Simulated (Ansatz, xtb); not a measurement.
## FH4NSi3: which of two structures lies lower

Structure I: a singlet given by its coordinates. Structure II: a singlet given by its coordinates. Both are isolated molecules in the gas phase, relaxed with B3LYP-D3(BJ)/def2-SVP.

I (Å):

```xyz
9

F    -1.4240   -1.4881   -1.9060
N    -1.0702   -1.4409    0.8630
Si   -0.3032   -1.3263   -0.7266
Si   -0.8018   -0.0511    1.9031
Si    0.3447    0.8275   -0.1022
H     0.6572   -2.4447   -0.9572
H    -1.5889   -2.2544    1.1986
H     1.8101    1.1183   -0.0736
H    -0.3581    1.9059   -0.8609
```

Close contacts (Å): F1–Si3 1.64, N2–Si3 1.77, N2–Si4 1.76, Si3–Si5 2.33, Si4–Si5 2.47, N2–H7 1.02, Si3–H6 1.49, Si5–H8 1.49, Si5–H9 1.49.

II (Å):

```yaml
atoms:
  - { symbol: F, position_ang: [0.5958, -0.2006, 0.7596] }
  - { symbol: N, position_ang: [1.9885, 0.5287, -1.4853] }
  - { symbol: Si, position_ang: [0.4709, 0.5534, -0.6864] }
  - { symbol: Si, position_ang: [-1.0799, -0.6347, -1.9858] }
  - { symbol: Si, position_ang: [3.3696, 0.4445, -2.2469] }
  - { symbol: H, position_ang: [-2.4261, -0.7012, -1.3435] }
  - { symbol: H, position_ang: [-1.2182, 0.0342, -3.3153] }
  - { symbol: H, position_ang: [-0.5771, -2.0236, -2.2045] }
  - { symbol: H, position_ang: [0.0522, 1.9532, -0.3965] }
```

Close contacts (Å): F1–Si3 1.64, N2–Si3 1.72, N2–Si5 1.58, Si3–Si4 2.35, Si3–H9 1.49, Si4–H6 1.49, Si4–H7 1.49, Si4–H8 1.49.

Problem. Estimate E(II) − E(I) at the level CCSD(T)/def2-SVP + ΔMP2/def2-TZVPP.

Solution. Calculated at CCSD(T)/def2-SVP + ΔMP2/def2-TZVPP: E(II) − E(I) = −4.3 kcal/mol, so structure II lies lower.

The same difference at several levels:

```json
{"level": "B3LYP-D3(BJ)/def2-SVP", "geometry": "B3LYP-D3(BJ)/def2-SVP", "E(II) − E(I) (kcal/mol)": "−2.8", "departure from the last row (kcal/mol)": "+1.6", "job, with rough time for the two": "optimisation, 19 s"}
{"level": "HF/def2-SVP", "geometry": "B3LYP-D3(BJ)/def2-SVP", "E(II) − E(I) (kcal/mol)": "−6.7", "departure from the last row (kcal/mol)": "−2.4", "job, with rough time for the two": "part of the CCSD(T) run"}
{"level": "MP2/def2-SVP", "geometry": "B3LYP-D3(BJ)/def2-SVP", "E(II) − E(I) (kcal/mol)": "−7.4", "departure from the last row (kcal/mol)": "−3.0", "job, with rough time for the two": "part of the CCSD(T) run"}
{"level": "CCSD(T)/def2-SVP", "geometry": "B3LYP-D3(BJ)/def2-SVP", "E(II) − E(I) (kcal/mol)": "−5.6", "departure from the last row (kcal/mol)": "−1.3", "job, with rough time for the two": "single point"}
{"level": "CCSD(T)/def2-SVP + ΔMP2/def2-TZVPP", "geometry": "B3LYP-D3(BJ)/def2-SVP", "E(II) − E(I) (kcal/mol)": "−4.3", "departure from the last row (kcal/mol)": "", "job, with rough time for the two": "single point, 15 s"}
```

The levels shown agree on the order. The largest departure from CCSD(T)/def2-SVP + ΔMP2/def2-TZVPP is that of MP2/def2-SVP, 3.0 kcal/mol. Levels run at GFN2-xTB geometries aren't shown. The last row adds to CCSD(T) the change of the MP2 difference between the two basis sets, here +1.3 kcal/mol.

With harmonic frequencies from B3LYP-D3(BJ)/def2-SVP (ideal gas, rigid rotor, one conformer each, 298.15 K, 1 atm): the zero-point term adds −2.1 kcal/mol; ΔH is −5.9 and ΔG −7.6 kcal/mol.

The correlated steps freeze 17 core orbitals. Codes used: Ansatz 0.2.0; the last row on 2 threads of Intel(R) Xeon(R) 6975P-C (Granite Rapids) on a shared host.
